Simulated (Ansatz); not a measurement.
Start from `[NH2][Zr]([NH2])([F])[I]` and change one atom or group to get `[NH2][Zr]([NH2])([NH2])[I]`.

Ansatz, PBE0-D4/def2-TZVP geometries, multiplicity 1. Each molecule was computed in one conformer, which needn't be the lowest.

Elements past krypton have def2 core potentials.

```csv
property,`[NH2][Zr]([NH2])([F])[I]`
size of the dipole moment (ωB97M-V/def2-TZVPP) / D,3.57
HOMO energy (ωB97M-V/def2-TZVPP) / eV,-9.37
LUMO energy (PBE0/def2-TZVPP) / eV,-1.18
HOMO–LUMO gap (B3LYP/def2-TZVPP) / eV,5.60
HOMO–LUMO gap (PBE/def2-TZVPP) / eV,4.05
LUMO energy (PBE/def2-TZVPP) / eV,-2.03
```

Task: What does the change do to each property? (An estimate is asked.)

Result: Computed: 
```tsv
property	`[NH2][Zr]([NH2])([NH2])[I]`	shift
size of the dipole moment (ωB97M-V/def2-TZVPP) / D	3.48	-0.09
HOMO energy (ωB97M-V/def2-TZVPP) / eV	-9.22	0.15
LUMO energy (PBE0/def2-TZVPP) / eV	-0.72	0.46
HOMO–LUMO gap (B3LYP/def2-TZVPP) / eV	5.91	0.31
HOMO–LUMO gap (PBE/def2-TZVPP) / eV	4.38	0.33
LUMO energy (PBE/def2-TZVPP) / eV	-1.56	0.47
```

With PBE0 the HOMO rises by 0.16 eV and the LUMO rises by 0.46 eV, so the gap widens by about 0.30 eV. PBE moves the HOMO by 0.14 eV and ωB97M-V by 0.15 eV. Dipoles are sizes alone; their direction can turn.

B3LYP here is the variant with VWN-RPA as its local correlation; programs differ in this.

Spin–orbit coupling is left out; it splits and shifts lone-pair levels of the heavy atoms by tenths of an eV.
